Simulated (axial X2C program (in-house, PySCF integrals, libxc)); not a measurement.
# Correcting the dissociation energy of IBr⁺ for spin–orbit coupling

A spin-free PBE0 curve (one-electron X2C) was computed with an in-house relativistic program for diatomic molecules, basis I dyall-cv3z [11s12p8d4f1g], Br dyall-cv3z [8s9p6d4f1g] (cores contracted in-house), for the state M_S = 1/2, Λ = 1 (beyond evenly filled blocks: π+α, π+β, π-α). It gives D0 = 2.832 eV to I+ + Br, which in a spin-free picture are the weighted means of the ground terms.

Measured levels of the ground terms (NIST Handbook of Basic Atomic Spectroscopic Data), in cm⁻¹: I+ 3P: J = 2 at 0, J = 0 at 6447.9, J = 1 at 7087; Br 2P: J = 3/2 at 0, J = 1/2 at 3685.2.

The two components of the molecular doublet are 4744 cm⁻¹ apart in the PBE0 2c search (Ω = 3/2 lower), so the lower one lies 2372 cm⁻¹ under their mean.

(1) How far does each ground level lie under the (2J+1)-weighted mean of its term?

(2) Correct D0.

Second-order spin–orbit effects in the molecule, which grow quickly with Z, are left out. The state is a single determinant with fixed occupations, the lowest that a limited PBE0 search found. Dissociation energies refer to the lowest single-determinant-based atoms at the same level and basis. Without a current term, density functionals place determinants with orbital angular momentum somewhat too high.

Answers

(1) I+: (5 × 0 + 1 × 6447.9 + 3 × 7087)/9 = 3079 cm⁻¹; Br: (4 × 0 + 2 × 3685.2)/6 = 1228 cm⁻¹.

(2) D0 = 2.832 + (2372 − 4307)/8065.5 = 2.592 eV at PBE0 with these spin–orbit terms. The direct two-component run gives 2.653 eV; the difference holds second-order terms in the molecule, scalar two-electron terms, the gap between measured and computed atomic splittings (a 2c atom can miss part of its lowering) and, in coupled cluster, the truncation of each run.
